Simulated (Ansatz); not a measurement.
The same path of C₃H₄OSi (9 atoms, charge 0, multiplicity 1) was run 3 times with different band settings. Lost on the way: C1–H6. Made: C2–H6.

These are results of RKS B3LYP/STO-3G (Ansatz), not measurements.

Relaxed end points:

```xyz
9
Properties=species:S:1:pos:R:3
C 0.509 2.338 -0.431
C 0.629 1.134 -0.446
C 0.727 -0.364 -0.432
O 1.689 -0.955 -1.004
Si -0.703 -1.246 0.506
H 0.406 3.414 -0.421
H -0.495 -2.673 0.461
H -1.957 -0.906 -0.126
H -0.716 -0.788 1.877
```

```xyz
9
Properties=species:S:1:pos:R:3
C 1.464 2.340 -0.770
C 0.536 1.438 -0.431
C 0.716 -0.121 -0.420
O 1.698 -0.691 -0.951
Si -0.708 -1.042 0.493
H -0.448 1.791 -0.091
H -0.530 -2.468 0.350
H -1.964 -0.626 -0.086
H -0.674 -0.668 1.889
```

Common settings: spring 5.0 eV/Å²; optimiser quadratic models (default); start path through a guess of the saddle point; iteration limit 60; end points relaxed.

| run | movable images | climbing image | force threshold |
| --- | --- | --- | --- |
| 1 | 5 | yes | 0.05 eV/Å |
| 2 | 5 | yes | 0.2 eV/Å |
| 3 | 3 | no | 0.05 eV/Å |

Q: What does each run give, and how far can it be trusted?

A: Run 1: converged after 15 iterations, highest image 2.817 eV above the first end. Neighbouring images differ by up to 1.3 eV, so the band resolves the path poorly. A vibrational analysis at the climbing image gives one clearly imaginary mode, 1142i cm⁻¹: a first-order saddle point.
Run 2: converged after 13 iterations, highest image 2.818 eV above the first end. The threshold of 0.2 eV/Å is loose, so the images may lie well off the minimum-energy path. Neighbouring images differ by up to 1.3 eV, so the band resolves the path poorly. Another band between the same ends (5 images) ends at a top of the same energy, where a vibrational analysis finds 1 clearly imaginary mode.
Run 3: converged after 32 iterations, highest image 2.194 eV above the first end. Neighbouring images differ by up to 2.1 eV, so the band resolves the path poorly. No image climbed, so the highest image needn't sit at the top of the path. So few images can step over the top or miss a turn of the path.
The orbitals stay closed-shell, which can raise the energy where a bond breaks towards radicals; this wasn't checked here. Limits of this set-up: minimal basis.
